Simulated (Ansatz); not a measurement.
C2H7BFN, SMILES `CN(C)BF`, relaxed with RKS PBE-D4/def2-SVP in Ansatz 0.2.0 from a rough embedded geometry. The force threshold is 0.03 eV/Å; the program also tests the step.

Total charge 0; spin multiplicity 1.

Start:

```xyz
12

C    -0.812    0.741   -0.678
N     0.443    0.169   -0.321
C     0.315   -1.289   -0.292
B     0.876    0.739    1.127
F     0.035    0.517    2.213
H    -1.659    0.545   -0.023
H    -0.726    1.889   -0.771
H    -1.104    0.441   -1.709
H    -0.520   -1.603    0.482
H     0.030   -1.696   -1.252
H     1.258   -1.762    0.032
H     1.863    1.308    1.193
```

```tsv
step	energy (eV)	largest force (eV/Å)	largest move (Å)
1	-7058.2543	3.490	0.000
2	-7058.7712	1.856	0.101
3	-7058.7908	1.480	0.152
4	-7058.8970	0.237	0.200
5	-7058.9039	0.265	0.068
6	-7058.9119	0.103	0.118
7	-7058.9782	0.272	0.200
8	-7059.1024	0.580	0.199
9	-7059.2697	0.923	0.195
10	-7059.4496	0.926	0.196
11	-7059.6268	0.807	0.199
12	-7059.8071	0.774	0.195
13	-7059.9337	0.630	0.200
14	-7060.0177	0.286	0.200
15	-7060.0570	0.168	0.200
16	-7060.0606	0.125	0.079
17	-7060.0620	0.013	0.021
```

End:

```xyz
12

C    -0.796    0.823   -0.760
N     0.096    0.080    0.108
C     0.053   -1.364   -0.052
B     0.940    0.722    1.033
F     1.755   -0.011    1.820
H    -1.858    0.529   -0.600
H    -0.702    1.908   -0.561
H    -0.562    0.644   -1.835
H    -0.964   -1.763    0.162
H     0.315   -1.662   -1.092
H     0.771   -1.841    0.640
H     0.951    1.935    1.138
```

Run time 25 s (4 threads of a server CPU on a shared host); peak host memory 0.17 GiB.
